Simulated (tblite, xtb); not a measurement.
Br2Hg, triplet, geometry from GFN2-xTB (such geometries of metal compounds can be far from the true shape) (a higher spin typed on purpose: for a closed-shell molecule this is an excited state). Base run: GFN1-xTB (xtb).

Input for xtb:
```
$ xtb mol.xyz --gfn 1 --uhf 2 --json

# file mol.xyz
3

Hg     0.93291155     0.23510093     0.18600654
Br    -1.24373165     1.56232255    -1.63638007
Br    -0.88863761    -2.09969611     1.21122227
```

Programs used: tblite, xtb; a row that names a program was run with it.

Each row names what was changed in the base input (with any setting that the change needs).

```json
[
 {"change": "base", "ΔE vs base (kcal/mol)": "0.000", "dipole (D)": "1.35", "G_solv (kcal/mol)": "-", "SCF cycles": "10"},
 {"change": "program = tblite; method = gfn1; option = (--alpb, water)", "ΔE vs base (kcal/mol)": "-3.76", "dipole (D)": "-", "G_solv (kcal/mol)": "-", "SCF cycles": "-"},
 {"change": "file = coord", "ΔE vs base (kcal/mol)": "0.000", "dipole (D)": "1.35", "G_solv (kcal/mol)": "-", "SCF cycles": "10"},
 {"change": "acc = 30", "ΔE vs base (kcal/mol)": "0.000", "dipole (D)": "1.35", "G_solv (kcal/mol)": "-", "SCF cycles": "8"},
 {"change": "etemp = 10000", "ΔE vs base (kcal/mol)": "-60.87", "dipole (D)": "0.47", "G_solv (kcal/mol)": "-", "SCF cycles": "7"},
 {"change": "etemp = 1000", "ΔE vs base (kcal/mol)": "-3.11", "dipole (D)": "1.36", "G_solv (kcal/mol)": "-", "SCF cycles": "9"},
 {"change": "alpb = ch2cl2", "ΔE vs base (kcal/mol)": "-5.56", "dipole (D)": "1.48", "G_solv (kcal/mol)": "-5.59", "SCF cycles": "10"},
 {"change": "program = tblite; method = gfn1; option = --spin-polarized", "ΔE vs base (kcal/mol)": "-6.19", "dipole (D)": "-", "G_solv (kcal/mol)": "-", "SCF cycles": "-"},
 {"change": "alpb = cs2", "ΔE vs base (kcal/mol)": "-4.54", "dipole (D)": "1.48", "G_solv (kcal/mol)": "-4.57", "SCF cycles": "10"},
 {"change": "acc = 0.0001", "ΔE vs base (kcal/mol)": "0.000", "dipole (D)": "1.35", "G_solv (kcal/mol)": "-", "SCF cycles": "14"}
]
```

ALPB and GBSA are two models with their own fitted parameters for each solvent, which aren't always the measured dielectric constant.
